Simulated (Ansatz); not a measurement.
Cost and result for the atomization energy of `[CH2]1[NH][SnH2]1` (8 atoms, 8 bonds).

The species carries charge 0 and has multiplicity 1. Correlated methods include outer-core shells of Sn, which these sets cover unevenly. Sn: def2 effective core potential. The structure was optimised at the PBE0-D4/def2-TZVP level. Program: Ansatz. All runs use 2 threads of an AMD EPYC 7R32 on a shared host. Times are those of one run each, without the atoms' runs, and a repeat can differ threefold. Electronic energies, without spin–orbit coupling; frozen cores. CCSD(T)/CBS adds CCSD(T) − MP2 in def2-TZVPP to the MP2 limit, and its time is that of the two runs behind it. T1 = 0.016; the RHF reference is unstable towards UHF. With those shells the extrapolation isn't a true limit. B3LYP takes the VWN-RPA correlation (the form of Gaussian; ORCA's B3LYP/G).

CCSD(T)/CBS is a level of theory with its own doubt, some kJ/mol a heavy atom from the limit and from the frozen cores, so smaller differences don't rank the functionals.

```json
{"level": "LDA (SPW92)/def2-TZVPP", "functions": "182", "wall time": "1.1 s", "atomization (kJ/mol)": "2801.1", "difference from CCSD(T)/CBS": "377.4", "per bond": "47.2"}
{"level": "revPBE-D4/def2-TZVPP", "functions": "182", "wall time": "1.8 s", "atomization (kJ/mol)": "2418.0", "difference from CCSD(T)/CBS": "-5.7", "per bond": "-0.7"}
{"level": "PBE-D4/def2-TZVPP (with forces)", "functions": "182", "wall time": "2.3 s", "atomization (kJ/mol)": "2477.5", "difference from CCSD(T)/CBS": "53.8", "per bond": "6.7"}
{"level": "PBE0-D4/def2-TZVPP", "functions": "182", "wall time": "2.4 s", "atomization (kJ/mol)": "2407.0", "difference from CCSD(T)/CBS": "-16.7", "per bond": "-2.1"}
{"level": "CAM-B3LYP-D4/def2-TZVPP", "functions": "182", "wall time": "2.8 s", "atomization (kJ/mol)": "2426.8", "difference from CCSD(T)/CBS": "3.1", "per bond": "0.4"}
{"level": "B3LYP-D4/def2-TZVPP (with forces)", "functions": "182", "wall time": "3.7 s", "atomization (kJ/mol)": "2435.4", "difference from CCSD(T)/CBS": "11.7", "per bond": "1.5"}
{"level": "CCSD(T)/def2-SVP", "functions": "79", "wall time": "4 s", "atomization (kJ/mol)": "2241.1", "difference from CCSD(T)/CBS": "-182.6", "per bond": "-22.8"}
{"level": "B2PLYP/def2-TZVPP", "functions": "182", "wall time": "5.5 s", "atomization (kJ/mol)": "2388.5", "difference from CCSD(T)/CBS": "-35.2", "per bond": "-4.4"}
{"level": "B97M-V/def2-TZVPP", "functions": "182", "wall time": "7.5 s", "atomization (kJ/mol)": "2442.6", "difference from CCSD(T)/CBS": "18.9", "per bond": "2.4"}
{"level": "ωB97M-V/def2-TZVPP (with forces)", "functions": "182", "wall time": "9 s", "atomization (kJ/mol)": "2418.1", "difference from CCSD(T)/CBS": "-5.6", "per bond": "-0.7"}
{"level": "MP2/def2-QZVPP", "functions": "346", "wall time": "19 s", "atomization (kJ/mol)": "2385.2", "difference from CCSD(T)/CBS": "-38.5", "per bond": "-4.8"}
{"level": "CCSD(T)/def2-TZVPP", "functions": "182", "wall time": "62 s", "atomization (kJ/mol)": "2347.2", "difference from CCSD(T)/CBS": "-76.5", "per bond": "-9.6"}
{"level": "CCSD(T)/CBS(def2)", "functions": "–", "wall time": "81 s", "atomization (kJ/mol)": "2423.7", "difference from CCSD(T)/CBS": "0.0", "per bond": "0.0"}
```

From r2SCAN to r2SCAN0 (25 % exact exchange), in def2-TZVPP and without D4, the atomization energy moves by −55.4 kJ/mol: exact exchange takes away binding that semilocal exchange gives to molecules. The D4 term adds +23.6 kJ/mol with B3LYP and +12.1 kJ/mol with PBE0; it sums over pairs of atoms, weighted by their polarisabilities, and B3LYP, whose exchange is more repulsive, gets the larger term. Leaving LDA and LC-ωPBE aside and taking each functional with its dispersion term where it has one, the values, not all of them listed here, spread over 141.1 kJ/mol, from BHLYP-D4 to PBE-D4. LDA lies +338.0 kJ/mol from PBE without D4, its usual overbinding.

Spin–orbit coupling would lower the free Sn atoms strongly, and the atomization energy with them, by more than many differences here. For some Ge, Se and Sn compounds the MP2-based and the directly extrapolated limit differ by 10 to 25 kJ/mol.
